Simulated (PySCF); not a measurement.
Compound: C₇H₁₃ClOSi.
Geometry (GFN2-xTB, Å), atoms numbered from 1 in this order:
```
atom  x, y, z in Å
C1    -4.8390    0.1000    0.3096
C2    -3.4664   -0.3636    0.3093
C3    -2.3346   -0.7582    0.3134
C4    -0.9688   -1.2270    0.3322
Si5    0.2663    0.2189    0.3023
C6     0.1525    1.1057   -1.3969
Cl7    1.1963    2.5575   -1.4064
O8     1.6877   -0.5243    0.4915
C9     3.0064   -0.0286    0.4738
C10    3.9566   -1.1366    0.0481
H11   -5.4811   -0.6254   -0.1902
H12   -5.1876    0.2302    1.3342
H13   -4.9133    1.0545   -0.2113
H14   -0.8130   -1.8176    1.2357
H15   -0.8090   -1.8912   -0.5200
H16    0.0011    1.2298    1.3302
H17   -0.8524    1.4500   -1.6270
H18    0.4985    0.4824   -2.2199
H19    3.2542    0.3212    1.4821
H20    3.0796    0.8203   -0.2115
H21    3.7289   -1.4529   -0.9664
H22    3.8501   -1.9918    0.7104
H23    4.9823   -0.7804    0.0870
```

Computed at PBE0/pcSseg-1 (PySCF, non-relativistic), with Q(35Cl) = −0.0817 b, Q(17O) = −0.0256 b: Cl7, 35Cl (I = 3/2): χzz = -76.54 MHz, η = 0.021; O8, 17O (I = 5/2): χzz = -10.07 MHz, η = 0.351.

Q: Where would the pure quadrupole (NQR) lines of 35Cl at Cl7 fall for the rigid, isolated species?

A: From ν = (|χ|/2)√(1 + η²/3): ν = 38.27 MHz (alkyl chlorine). For 37Cl the ratio of quadrupole moments, 0.7881, gives 30.16 MHz.

Q: Find the zero-field quadrupole resonance frequencies of 17O at O8.

A: From the eigenvalues of H = χ/[4I(2I − 1)] × [3Iz² − I(I + 1) + η(Ix² − Iy²)], steps between neighbouring levels, labelled as for η = 0: ±1/2↔±3/2 1.701 MHz, ±3/2↔±5/2 2.951 MHz (silyl ether oxygen).

Q: Apply the simplest Townes–Dailey estimate (no s hybridisation, no π bonding), ionic character = 1 − χzz/χ0, where χ0 is the coupling for one missing p electron along the bond: −109.74 MHz for 35Cl.

A: Cl7 on C6: 1 − (-76.54)/(-109.74) = 0.30. In this model a purely covalent bond gives χ0 and a free halide ion gives zero; s hybridisation or π bonding, where present, is counted here as ionic character.

In a crystal, neighbours and librations shift these lines. GFN2-xTB bond lengths can be off by several hundredths of an ångström, more for odd bonds, and the gradients follow them. A larger basis could move these couplings by a tenth or more.

One conformer stands for the species.
